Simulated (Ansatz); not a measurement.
`CBCN` + H₂ → `CBC` + NH₃ at 500 K and 1 bar (hydrogenolysis of a C–N bond).

Program: Ansatz. Geometries: PBE0-D4/def2-TZVP. ΔE: electronic, gas phase. CBS: MP2 limit from def2 TZ/QZ plus the TZ coupled-cluster correction, frozen cores. This one scheme is used for every species. One conformer a species, not always the lowest.

```tsv
species	CCSD(T)/CBS energy (Eh)	H − E (kJ/mol)	S (J/(mol·K))
`CBCN`	-160.40477	312.4	378.1
H₂	-1.17544	41.0	145.5
`CBC`	-105.11307	257.5	335.4
NH₃	-56.50880	108.2	211.8
```

H − E and S are ideal-gas, rigid-rotor, harmonic terms from PBE0-D4/def2-TZVP, for one conformer and one mirror image of each species. The MP2-based limit puts H₂ 0.8 mEh under its directly extrapolated value; such offsets cancel only in part. 1 Eh = 2625.50 kJ/mol, R = 8.31446 J/(mol·K).

Task: By hand: ΔE, ΔH, ΔS and ΔG.

Result: ΔE = (-105.11307) + (-56.50880) − (-160.40477) − (-1.17544) = -0.04166 Eh = -109.4 kJ/mol. Δ(H − E) = 257.5 + 108.2 − 312.4 − 41.0 = 12.3, so ΔH = -97.1 kJ/mol. ΔS = 335.4 + 211.8 − 378.1 − 145.5 = 23.6 J/(mol·K). ΔG = -97.1 − 500 × (23.6)/1000 = -108.9 kJ/mol.

Task: By hand: the equilibrium constant, and the temperature at which ΔG would vanish if ΔH and ΔS stayed fixed.

Result: log₁₀ K = −ΔG/(RT ln 10) = 11.4. ΔH and −TΔS have one sign here, so there is no such temperature.

ΔH outweighs TΔS. A doubt of 5 kJ/mol in ΔE shifts log₁₀ K by 0.5 here. Other conformers and mirror images would add mixing entropy, several J/(mol·K) or more a flexible species. These are equilibria of isolated gas molecules and say nothing of rates. Largest T1 diagnostic: 0.009 (customary marks: 0.02 for closed shells, 0.045 for open ones).
